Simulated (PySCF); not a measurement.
Nb: ionisation energy

Nb [Kr] 4d4 5s1 (6D) → Nb⁺ [Kr] 4d4 (5D), as a difference of total energies. Computed with PySCF 2.14 in cc-pVDZ-PP with ECP28MDF (4s4p3d1f, 38 functions), with scalar relativity through the core potential. Correlated levels: valence: 4s2 4p6 frozen. The calculations carry no spin-orbit coupling.

| method | ionisation energy (eV) |
| --- | --- |
| UHF | 5.998 |
| PBE | 7.190 |
| MP2 (valence) | 6.366 |
| SCS-MP2 (valence) | 6.121 |

How much does correlation contribute at MP2 (valence)?

6.366 − (5.998) = 0.368 eV, measured against UHF.

Errors of the correlated levels include the incompleteness of this basis and the frozen core.

For comparison: 6.776 eV (measured; NIST levels, between the centres of gravity of the two terms).
